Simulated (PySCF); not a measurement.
A series of related compounds: `FC(F)(F)/P=P\c1cccnc1`, C₆H₄F₃NP₂; SMILES FC(F)(F)/P=P\CP, C₂H₄F₃P₃; `FC(/P=P\CC(C)C)(F)F`, C₅H₉F₃P₂; `FC(F)(F)/P=P\C(F)(F)F`, C₂F₆P₂; SMILES CC[C@@H](C)/P=P/C(F)(F)F, C₅H₉F₃P₂; `OC/P=P\C(F)(F)F`, C₂H₃F₃OP₂; SMILES FC(F)(F)/P=P\n1cccc1, C₅H₄F₃NP₂.

Method: coordinates at the GFN2-xTB level, GIAO PBE0/pcSseg-1 shieldings, in PySCF 2.14 (one averaged value for each set of equivalent atoms, relativity neglected, gas phase, one computed conformer).

Referencing at the same level of theory: $^{19}$F against CFCl3.

**Question.** How does the $^{19}$F shift change along the series?

**Answer.** 
```json
{"compound": "FC(F)(F)/P=P\\c1cccnc1", "change": "iBu replaced by 3-pyridyl", "δ (ppm)": "-56.0", "HOMO–LUMO gap (eV)": "4.00"}
{"compound": "FC(F)(F)/P=P\\CP", "change": "iBu replaced by CH2PH2", "δ (ppm)": "-57.4", "HOMO–LUMO gap (eV)": "4.55"}
{"compound": "CC(C)C/P=P\\C(F)(F)F", "change": "base", "δ (ppm)": "-62.0", "HOMO–LUMO gap (eV)": "4.64"}
{"compound": "FC(F)(F)/P=P\\C(F)(F)F", "change": "iBu replaced by CF3", "δ (ppm)": "-55.0", "HOMO–LUMO gap (eV)": "4.73"}
{"compound": "CC[C@@H](C)/P=P/C(F)(F)F", "change": "iBu replaced by sBu", "δ (ppm)": "-53.9", "HOMO–LUMO gap (eV)": "4.32"}
{"compound": "OC/P=P\\C(F)(F)F", "change": "iBu replaced by CH2OH", "δ (ppm)": "-58.1", "HOMO–LUMO gap (eV)": "4.25"}
{"compound": "FC(F)(F)/P=P\\n1cccc1", "change": "iBu replaced by N-pyrrolyl", "δ (ppm)": "-52.6", "HOMO–LUMO gap (eV)": "3.36"}
```
